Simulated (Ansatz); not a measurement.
FH$_{5}$OSi$_{2}$ (`F[SiH2]O[SiH3]`) at its PBE0-D4/def2-TZVP geometry, where that method's forces vanish. Total charge 0; spin multiplicity 1.

```xyz
9

F    -1.8418    1.2994   -0.9560
Si   -0.8417    0.1106   -1.3137
O    -0.1639   -0.4527    0.0409
Si    0.8463   -0.2120    1.3110
H    -1.6323   -0.9715   -1.9325
H     0.1902    0.6685   -2.2161
H     1.4093   -1.5248    1.7067
H     0.0892    0.3747    2.4433
H     1.9448    0.7077    0.9164
```

Problem. What forces (eV/Å) does r2SCAN-D4/def2-TZVPP give on these atoms in Ansatz? (Best estimate.)

Solution. The calculation gave: 
```
F1  -0.024  0.026  0.012
Si2  0.002 -0.012 -0.082
O3  -0.007 -0.028  0.021
Si4  0.030  0.002  0.032
H5   0.024  0.026  0.009
H6  -0.022 -0.018  0.013
H7  -0.008  0.038 -0.001
H8   0.024 -0.013 -0.021
H9  -0.020 -0.020  0.017
```
